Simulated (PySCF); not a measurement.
System: fluoro(dimethyl)silane, C2H7FSi (charge 0, singlet). 
Geometry from a B3LYP-D3(BJ)/def2-TZVP (Ansatz) optimisation:
```xyz
11

Si    -0.0665     0.0739    -0.3508
C      1.3909    -1.0582    -0.1080
C     -1.5777    -0.4994     0.5724
F      0.3354     1.5377     0.2005
H     -0.3667     0.2357    -1.7933
H      1.1723    -2.0532    -0.5039
H      2.2745    -0.6785    -0.6245
H      1.6353    -1.1633     0.9512
H     -2.4046     0.2022     0.4480
H     -1.9054    -1.4740     0.2016
H     -1.3726    -0.5972     1.6407
```

Dispersion corrections to the total energy (kcal/mol) from the dftd3 and dftd4 libraries through PySCF: D3(BJ) without and D4 with the three-body term, each with the damping fitted for the functional named.

```json
[
 {"functional": "r2SCAN", "D3(BJ)": "-1.25", "D4": "[?]"},
 {"functional": "B2GP-PLYP", "D3(BJ)": "-3.04", "D4": "-1.79"},
 {"functional": "BP86", "D3(BJ)": "-7.17", "D4": "[?]"},
 {"functional": "HF", "D3(BJ)": "[?]", "D4": "-15.51"},
 {"functional": "PBE0", "D3(BJ)": "-3.90", "D4": "-3.58"},
 {"functional": "TPSSh", "D3(BJ)": "-5.21", "D4": "-5.23"},
 {"functional": "BHLYP", "D3(BJ)": "-6.23", "D4": "-5.04"}
]
```

Q: What belongs in the gaps?

A: 
- r2SCAN, D4: -1.05
- BP86, D4: -5.64
- HF, D3(BJ): -36.62
